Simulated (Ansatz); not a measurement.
Consider the cleavage of the B–Sn bond: `N[BH][SnH3]` + CH₃NH₂ → `CNBN` + `[SnH4]`.

Gas-phase electronic energies from Ansatz, PBE0-D4/def2-TZVP geometries. CCSD(T)/CBS is the MP2 limit (def2-TZVPP, def2-QZVPP) plus CCSD(T) − MP2 in def2-TZVPP, frozen cores. Functionals use def2-TZVPP. Elements past krypton have def2 core potentials. For Sn outer-core shells are correlated without core-valence functions, which leaves a few kJ/mol of doubt a bond. Each species was taken in one conformer, which may not be the lowest.

```tsv
level	ΔE (kJ/mol)	difference from CCSD(T)/CBS
r2SCAN-D4	-104.3	-10.4
r2SCANh-D4	-104.8	-10.9
B2PLYP	-103.6	-9.7
PBE0	-100.1	-6.2
CAM-B3LYP	-111.4	-17.5
HF/def2-SVP	-121.2	-27.3
CCSD/def2-SVP	-112.3	-18.4
CCSD(T)/def2-SVP	-111.3	-17.4
HF/CBS(def2)	-114.4	-20.5
CCSD/CBS(def2)	-95.6	-1.7
CCSD(T)/CBS	-93.9	0
```

Largest T1 diagnostic among the species: 0.014.

In def2-TZVPP, CCSD(T) changes the Hartree–Fock value by +15.6 kJ/mol (the triples alone add +1.7 kJ/mol) and MP2 by +14.8 kJ/mol. Leaving LDA and LC-ωPBE aside and taking each functional with its dispersion term where it has one, the values, not all of them listed here, spread over 16.1 kJ/mol, from B97M-V to revPBE-D4. LDA lies −15.2 kJ/mol from PBE without D4.
